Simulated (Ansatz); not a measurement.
Gas-phase electronic energies from Ansatz, PBE0-D4/def2-TZVP geometries. CBS: MP2 limit from def2 TZ/QZ plus the TZ coupled-cluster correction, frozen cores. This one scheme is used for every species. Each species was taken in one conformer, which may not be the lowest.

Reaction (isomerisation): `C1CS[SiH2]1` → `CC[Si]S`

```
      species  MP2/def2-QZVPP energy (Eh)
`C1CS[SiH2]1`                  -766.46138
    `CC[Si]S`                  -766.43731
```

(1) Work out ΔE.

Largest T1 diagnostic among the species: 0.013.

Answers

(1) ΔE = (-766.43731) − (-766.46138) = 0.02407 Eh = +63.2 kJ/mol. CCSD(T)/CBS gives +49.6 kJ/mol.

Leaving LDA and LC-ωPBE aside and taking each functional with its dispersion term where it has one, the values, not all of them listed here, spread over 37.2 kJ/mol, from BLYP-D4 to PBE-QIDH. LDA lies +9.2 kJ/mol from PBE without D4. From BLYP to BHLYP (50 % exact exchange), in def2-TZVPP and without D4, ΔE moves by +23.0 kJ/mol.
